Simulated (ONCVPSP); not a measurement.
# tin (Sn), ONCV: configuration errors across variants

```json
{"Element": "Sn (Z = 50)", "Generator": "ONCVPSP 4.0.1", "Type": "optimised norm-conserving Vanderbilt (ONCV)", "Functional": "PBE", "Relativity": "scalar-relativistic", "Frozen core": "[Ar] 3d10", "Valence charge": "22", "Reference configuration": "4s2 4p6 4d10 5s2 5p2", "Partial waves": "4s+5s: rc 1.60 bohr, ncon 4, nbas 8, qcut 7.9 1/bohr, 2 projectors; 4p+5p: rc 1.70 bohr, ncon 4, nbas 8, qcut 6.4 1/bohr, 2 projectors; 4d: rc 1.50 bohr, ncon 4, nbas 9, qcut 8.7 1/bohr, 2 projectors, debl 1.1 Ha", "Local potential": "polynomial inside 1.25 bohr (lpopt 5, dvloc0 0 Ha)", "Core correction": "polynomial model core, fcfact 0.35"}
```

All-electron excitation energies from the reference (eV): (1) 4s2 4p6 4d10 5s2 5p1 6.875; (2) 4s2 4p6 4d10 5s2 5p0 20.828; (3) 4s2 4p6 4d10 5s1 5p0 51.800; (4) 4s2 4p6 4d10 5s0 5p4 14.186.

A true bound ghost makes a file unfit for plane-wave use even where its test errors are small: the radial tests pick states by their node count and pass the ghost by.

Errors AE − PS in meV (a dash: test not solved or not reliable):

| change | (1) | (2) | (3) | (4) | bound ghosts | GHOST(+) flags above zero |
| --- | --- | --- | --- | --- | --- | --- |
| base | -1.5 | -4.7 | -16 | -9.3 | none | none |
| all radii but the core radius scaled by about 0.88 (s 1.40, p 1.48, d 1.32 bohr); local potential polynomial inside 1.10 bohr (lpopt 5, dvloc0 0 Ha) | -1.4 | -4.1 | -13 | -5.7 | none | d |
| all radii but the core radius scaled by about 1.10 (s 1.76, p 1.86, d 1.64 bohr); local potential polynomial inside 1.38 bohr (lpopt 5, dvloc0 0 Ha) | -1.7 | -5.2 | -20 | -12 | p | none |
| all radii but the core radius scaled by about 1.17 (s 1.88, p 1.98, d 1.76 bohr); local potential polynomial inside 1.46 bohr (lpopt 5, dvloc0 0 Ha) | -1.5 | -4.8 | -20 | -13 | none | none |
| all radii but the core radius scaled by about 1.28 (s 2.04, p 2.18, d 1.92 bohr); local potential polynomial inside 1.60 bohr (lpopt 5, dvloc0 0 Ha) | -1.7 | -5.9 | -30 | -16 | none | none |

Problem. Give the same row for: all radii but the core radius scaled by about 0.80 (s 1.28, p 1.36, d 1.20 bohr); local potential polynomial inside 1.00 bohr (lpopt 5, dvloc0 0 Ha).

Solution. -1.3, -4.3, -13, -4.1; bound ghosts: none; GHOST(+) flags above zero: s.
